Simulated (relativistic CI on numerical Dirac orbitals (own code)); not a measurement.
## Electric-dipole lines of Os III

These numbers are calculated, not measured: Dirac-Coulomb-Breit CI, separate exchange-only KLI orbitals for each configuration, a model potential for QED, valence Slater integrals scaled by 0.85, P86 correlation energy added to each configuration (own radial code, finite nucleus).

Configuration list (outside the closed core [Xe] 4f14): 5d6, 5d5 6s, 5d5 6p, 5d5 5f, 5d4 6s 6p, 5d5 7s, 5d5 6d, 5d5 7p, 5d5 8s, 5d5 7d, 5d5 8p, 5d5 6f, 5d5 5g, 5d5 8d, 5d5 7f, 5d4 5f 6s, 5d4 6p 7s, 5d4 6s2, 5d3 6s2 6p, 5d3 5f 6s2, 5d3 6s2 7s, 5d3 6s2 6d, 5d3 6s2 7p, 5d4 6s 7s, 5d3 6s 6p 7s, 5d3 5f 6s 7s, 5d3 6s 7s2, 5d3 6s 6d 7s, 5d3 6s 7s 7p. Double excitations out of closed p, d and f shells are left out; levels of such configurations are missing from the list, as are those of other unlisted configurations, and high levels can miss mixing partners.

```
λ vac (nm)             Lower                  Upper   A (s⁻¹)        gf  Branching (%)
    102.25   5d5 6s 7S_3 [6]  5d4 6s 6p 7P°_2 [237]  1.56e+09  1.22e+00           89.8
    102.63   5d5 6s 7S_3 [6]  5d4 6s 6p 7P°_4 [234]  6.03e+08  8.57e-01           41.6
    103.00   5d5 6s 7S_3 [6]  5d4 6s 6p 7P°_4 [231]  1.04e+09  1.49e+00           73.4
    103.48  5d5 6s 5G_6 [30]  5d4 6s 6p 5G°_6 [399]  1.30e+09  2.72e+00           88.1
    104.05   5d5 6s 7S_3 [6]  5d4 6s 6p 7P°_3 [226]  7.34e+08  8.34e-01           62.6
    104.99      5d6 5D_4 [1]     5d5 6p 5D°_4 [183]  3.74e+08  5.56e-01           26.8
    107.85     5d6 1I_6 [23]     5d5 6p 1H°_5 [345]  1.13e+09  2.17e+00           55.8
    107.88     5d6 3H_6 [10]     5d5 6p 3G°_5 [273]  6.04e+08  1.16e+00           36.0
    109.85      5d6 5D_4 [1]     5d5 6p 5F°_4 [154]  3.72e+08  6.06e-01           28.2
    110.02      5d6 5D_4 [1]     5d5 6p 5H°_5 [153]  2.31e+08  4.61e-01           22.5
    111.22      5d6 5D_3 [2]     5d5 6p 3F°_4 [172]  4.04e+08  6.75e-01           28.2
    111.48      5d6 5D_4 [1]     5d5 6p 5F°_3 [148]  3.62e+08  4.72e-01           23.8
    111.70      5d6 3F_4 [7]     5d5 6p 1G°_4 [224]  5.28e+08  8.89e-01           29.9
    112.02      5d6 5D_3 [2]     5d5 6p 5P°_2 [168]  8.15e+08  7.67e-01           51.0
    114.80      5d6 5D_4 [1]     5d5 6p 5P°_3 [138]  4.65e+08  6.43e-01           36.7
    115.92      5d6 5D_2 [3]     5d5 6p 5F°_2 [151]  7.37e+08  7.43e-01           42.8
    116.37     5d6 3H_6 [10]     5d5 6p 3H°_6 [225]  9.20e+08  2.43e+00           53.7
    117.10      5d6 5D_4 [1]     5d5 6p 5F°_5 [131]  7.47e+08  1.69e+00           55.8
    118.59      5d6 5D_4 [1]     5d5 6p 5F°_4 [129]  2.66e+08  5.06e-01           28.0
    120.49     5d6 3H_6 [10]     5d5 6p 3G°_5 [208]  5.61e+08  1.34e+00           35.9
    121.86     5d6 3H_6 [10]     5d5 6p 3H°_6 [201]  5.30e+08  1.53e+00           41.3
    128.41      5d6 3G_5 [9]     5d5 6p 3H°_6 [176]  3.17e+08  1.02e+00           33.7
    157.73   5d5 6s 7S_3 [6]     5d5 6p 7P°_4 [100]  1.01e+09  3.39e+00           97.9
    163.90  5d5 6s 5G_5 [31]     5d5 6p 5H°_6 [166]  6.29e+08  3.29e+00           74.2
    165.02  5d5 6s 5G_6 [30]     5d5 6p 5H°_7 [162]  9.47e+08  5.80e+00           97.5
    170.24  5d5 6s 3I_7 [54]     5d5 6p 3K°_8 [238]  9.42e+08  6.96e+00          100.0
    170.60  5d5 6s 3I_6 [51]     5d5 6p 1K°_7 [223]  5.73e+08  3.75e+00           60.3
    179.07   5d5 6s 7S_3 [6]      5d5 6p 7P°_3 [87]  5.30e+08  1.78e+00           83.9
    185.42   5d5 6s 7S_3 [6]      5d5 6p 7P°_2 [84]  5.94e+08  1.53e+00           96.6
    196.60  5d5 6s 5G_6 [30]     5d5 6p 5G°_6 [125]  3.08e+08  2.32e+00           65.4
```

Terms are leading LS components. Brackets give the number of a level in order of energy, since labels repeat. The list gives strong lines, with weight on those to low levels, without lines whose two gauges differ by over a factor of 2.5, among the lowest 400 of 8162 levels, so that lines to higher ones, which can be the strongest, are missing, and without lines across small gaps between configurations. Levels whose partners in the same complex of configurations lie outside the list can be far off, and so can their lines. Rates are taken at the computed energies, electric ones in the length gauge.

For a near-neutral ion this model can misplace configurations by up to about 10,000 cm⁻¹ (more where the count of f electrons changes) and terms by 10 to 25 % of their spread. Rates follow the energies as ν³ (E1, M1) or ν⁵ (E2), so they and the lifetimes can be off by large factors. The fine structure of a lone outer electron comes out too small, for d and f at times inverted, and misplaced configurations move strength between like terms.

LS names give the leading component of a level, which can be under half, so a name can repeat, a term be missing and a line seem to break the LS rules.
